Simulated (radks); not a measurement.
Values are calculated unless marked as measured or tabulated.
Task: Species: Nd48+. Configuration: [Ne] 3s2. Code: a radial shooting solver on a logarithmic mesh with Libxc functionals. Model: Dirac Kohn-Sham, PBE, spin-unpolarised, spherical densities, point nucleus. Some entries of the table are withheld. Estimate them.

orbital,occ.,eigenvalue (Ry),r(max) (bohr)
1s1/2,2,-3438.755,(1)
2s1/2,2,(2),0.08494
2p1/2,2,-728.0353,(3)
2p3/2,4,-688.4194,(4)
3s1/2,2,-306.4135,0.2268

Result: 
(1) 1s1/2 r(max) (bohr): 0.01509
(2) 2s1/2 eigenvalue (Ry): -752.1977
(3) 2p1/2 r(max) (bohr): 0.06445
(4) 2p3/2 r(max) (bohr): 0.06976
